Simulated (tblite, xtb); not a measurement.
C7H8O, charge -1, doublet, geometry from GFN2-xTB (a state made from the parent by changing its charge; the spin is typed, not shown lowest). Base run: GFN1-xTB run with xtb.

Input for xtb:
```
$ xtb mol.xyz --gfn 1 --chrg -1 --uhf 1 --json

# file mol.xyz
16

C     -2.85244637     0.12104586     0.40364234
C     -1.35653744     0.04384248     0.19780971
C     -0.51317418     0.69714256     1.07399337
C      0.92427427     0.64301766     0.86077453
C      1.40476273    -0.06894844    -0.22366714
O      2.79780312    -0.12966404    -0.44173020
C      0.57900027    -0.72601675    -1.10521236
C     -0.85612172    -0.66557300    -0.88207204
H     -3.33705407    -0.81257766     0.11131366
H     -3.09489473     0.32359776     1.44835031
H     -3.28751045     0.92314510    -0.20134839
H     -0.89948791     1.25305374     1.92222612
H      1.59857798     1.15407491     1.54432546
H      3.19369358     0.38431560     0.27066129
H      0.98402782    -1.27492021    -1.94397149
H     -1.51832279    -1.18043904    -1.56932591
```

Programs used: tblite, xtb; a row that names a program was run with it.

Each row names what was changed in the base input (with any setting that the change needs).

| change | ΔE vs base (kcal/mol) | G_solv (kcal/mol) | SCF cycles |
|---|---|---|---|
| base | 0.000 | - | 10 |
| program = tblite; method = gfn1; option = (--alpb, water) | -50.05 | - | - |
| acc = 30 | 0.000 | - | 8 |
| etemp = 10000 | -31.07 | - | 9 |
| etemp = 1000 | -0.082 | - | 10 |
| gbsa = methanol | -55.59 | -56.55 | 10 |
| acc = 1000 | 0.000 | - | 6 |
| alpb = chcl3 | -48.68 | -49.24 | 10 |
| alpb = acetonitrile | -50.72 | -51.22 | 10 |
| etemp = 5000 | -7.53 | - | 10 |
| program = tblite; method = gfn1; option = (--etemp, 2000) | -1.01 | - | - |
| gbsa = toluene | -47.55 | -47.87 | 10 |

ALPB and GBSA are two models with their own fitted parameters for each solvent, which aren't always the measured dielectric constant.
